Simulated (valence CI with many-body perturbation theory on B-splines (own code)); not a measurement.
Results of a calculation; reference values are marked as such.
**Ladder of approximations for Os LXIX**

Method: relativistic CI+MBPT: six valence electrons over a frozen Dirac-Fock core [He], a basis of 9 s, 9 p, 8 d, 6 f, 3 g, 1 h functions for each j, with the one-electron correlation potential Σ1 (screened to all orders), the two-electron term Σ2, the three-electron term Σ3, Breit, model QED; selected single and double excitations, second order for the rest, scaled by the run's own slope (own B-spline code, finite nucleus).

No measured spectrum was set against this ion. As an estimate, large intervals hold to a few tenths of a per cent, small ones and those within an open d or f shell to about a per cent. Among the levels kept, up to 2100 cm⁻¹ of a level comes from second order outside the variational space, and about a tenth of that is noise between levels of different J, which matters for small intervals.

Each rung adds one term. CI alone is the Dirac-Coulomb CI over the frozen core; QED comes last and gives the full result, which names the levels. Energies are above (2s^2 2p1/2^2 2p3/2^2) J=2 on the same rung, in × 10³ cm⁻¹.

Levels are named by their leading jj configuration (3d3/2^4 stands for four electrons in 3d with j = 3/2), which in mixed levels can hold well under half, so a name can repeat and another be missing.

```csv
Level,CI alone,+ Σ1,+ Σ2,+ Σ3,+ Breit,Full
(2s^2 2p1/2^2 2p3/2^2) J=0,436.20,436.21,438.45,438.06,511.95,511.72
(2s^2 2p1/2 2p3/2^3) J=1,12879,12881,12881,12881,12754,12770
(2s^2 2p1/2 2p3/2^3) J=2,13100,13102,13102,13102,12906,12922
(2s 2p1/2^2 2p3/2^3) J=2,16367,16366,16363,16361,16337,16194
(2s 2p1/2^2 2p3/2^3) J=1,17049,17048,17044,17041,17042,16899
(2s^2 2p3/2^4) J=0,26152,26156,26159,26157,25882,25912
(2s 2p1/2 2p3/2^4) J=0,29344,29344,29344,29342,29193,29066
(2s 2p1/2 2p3/2^4) J=1,29700,29701,29699,29696,29508,29380
(2p1/2^2 2p3/2^4) J=0,33714,33712,33706,33701,33695,33410
(2s^2 2p1/2^2 2p3/2 3s) J=2,73670,73672,73674,73672,73580,73606
(2s^2 2p1/2^2 2p3/2 3s) J=1,73742,73744,73746,73744,73656,73682
(2s^2 2p1/2^2 2p3/2 3p1/2) J=1,74686,74687,74688,74686,74653,74633
(2s^2 2p1/2^2 2p3/2 3p1/2) J=2,74716,74717,74718,74716,74664,74644
(2s^2 2p1/2^2 2p3/2 3p3/2) J=3,78408,78410,78411,78409,78304,78288
(2s^2 2p1/2^2 2p3/2 3p3/2) J=1,78406,78408,78409,78407,78308,78293
(2s^2 2p1/2^2 2p3/2 3p3/2) J=2,78644,78646,78646,78645,78550,78535
(2s^2 2p1/2^2 2p3/2 3p3/2) J=0,78835,78837,78839,78837,78771,78756
(2s^2 2p1/2^2 2p3/2 3d3/2) J=2,79413,79415,79417,79416,79319,79297
(2s^2 2p1/2^2 2p3/2 3d3/2) J=3,79500,79502,79505,79503,79386,79365
```

Problem. How does the ionisation energy move along the ladder, and which term matters most?

Solution. CI alone 17293, + Σ1 17294, + Σ2 17294, + Σ3 17294, + Breit 17276, + QED 17274 eV. The largest step is Breit, -17 eV. NIST lists 17270 ± 50 eV (theoretical).
